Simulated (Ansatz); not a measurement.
Stepwise reaction of `[SH][In]([SH])[SH]` with ammonia, as a gas-phase model of exchange steps in deposition or etching. ΔE in kJ/mol; ΔG adds harmonic PBE0-D4 terms to CCSD(T)/CBS, at 1 bar.

Computed with Ansatz on PBE0-D4/def2-TZVP structures; ΔE is electronic, products minus reactants. CCSD(T)/CBS is the MP2 limit (def2-TZVPP, def2-QZVPP) plus CCSD(T) − MP2 in def2-TZVPP, frozen cores. This one scheme is used for every species. Functionals use def2-TZVPP. B3LYP here is the variant with VWN-RPA as its local correlation; programs differ in this. def2 core potentials past Kr. For In outer-core shells are correlated without core-valence functions, which leaves a few kJ/mol of doubt a bond. One conformer a species, not always the lowest.

```tsv
step	reaction	PBE-D4	B3LYP-D4	ωB97M-V	CCSD(T)/CBS	ΔG(500 K)
1	`[SH][In]([SH])[SH]` + NH₃ → `[NH2][In]([SH])[SH]` + H₂S	87.0	85.9	84.0	82.2	65.4
2	`[NH2][In]([SH])[SH]` + NH₃ → `[NH2][In]([NH2])[SH]` + H₂S	89.4	88.0	86.3	84.3	73.0
```

Task: Give the row of step 3, `[NH2][In]([NH2])[SH]` + NH₃ → `[NH2][In]([NH2])[NH2]` + H₂S. (Best estimate.)

Result: Computed: 
```tsv
step	reaction	PBE-D4	B3LYP-D4	ωB97M-V	CCSD(T)/CBS	ΔG(500 K)
3	`[NH2][In]([NH2])[SH]` + NH₃ → `[NH2][In]([NH2])[NH2]` + H₂S	91.9	90.2	89.2	86.4	74.7
```

Task: By hand: ΔE of the 3 steps together at CCSD(T)/CBS.

Result: (82.2) + (84.3) + (86.4) = 252.9 kJ/mol, or 84.3 kJ/mol a step.

In ΔE the steps differ by no more than 4.2 kJ/mol. All are uphill at CCSD(T)/CBS. ΔG lies between 65.4 and 74.7 kJ/mol a step. PBE-D4 differs from CCSD(T)/CBS by 4.8 to 5.5 kJ/mol a step. Isolated molecules leave out the surface, adducts and barriers. Largest T1 diagnostic: 0.014.
